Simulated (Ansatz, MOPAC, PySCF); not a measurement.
Torsion H3–O1–Bi2–H4 in BiH3O (SMILES [OH][BiH2]); at each angle all else is relaxed with GFN2-xTB, and the levels are single points there.
Geometry at 300° (charge 0, multiplicity 1):
```xyz
5

O      1.33496    -0.41627    -0.11854
Bi    -0.70599    -0.21045     0.33748
H      1.80844     0.35584     0.18322
H     -0.39926    -0.08127     2.08866
H     -0.65284     1.56905     0.26698
```

On the grid 0° to 330°, 60° is the highest and 300° the lowest point at MP2/CBS(def2-TZVPP, def2-QZVPP) + ΔCCSD(T)/def2-TZVPP.

Correlated levels freeze the cores. Filled d and f shells under p-block atoms count as core. CBS(a, b) extrapolates the correlation energy as X⁻³ and adds the Hartree–Fock energy of set b. Rows in LANL2DZ carry no dispersion term and start afresh at each structure. LANL2DZ brings its own core potentials from Na on. The state reached by AM1, PM3, PM6, PM7 isn't checked; PM7 holds dispersion and hydrogen-bond terms.

Programs: Ansatz (a quantum-chemistry and plane-wave program); MOPAC for AM1, PM3, PM6, PM7 (differences of heats of formation); PySCF for LANL2DZ rows, the dispersion terms. Each number belongs to the level named beside it. In def2 rows elements past Kr take small-core potentials, without spin–orbit coupling.

Other levels give for the energy at 60° less that at 300°: PBE/def2-TZVPP 64.0; B3LYP/def2-TZVPP 67.9; B3LYP-D3(BJ)/def2-TZVPP 69.5; wB97M-V/def2-TZVPP 80.1; MP2/CBS(def2-TZVPP, def2-QZVPP) + ΔCCSD(T)/def2-TZVPP 65.4 meV.

**Question.** What do these common cheap choices give for the same quantity: AM1, PM3, PM6, PM7, B3LYP/LANL2DZ?

**Answer.** AM1 116.8; PM3 -35.1; PM6 14.0; PM7 -31.0; B3LYP/LANL2DZ 80.0 meV. They span -35.1 to 116.8 meV.
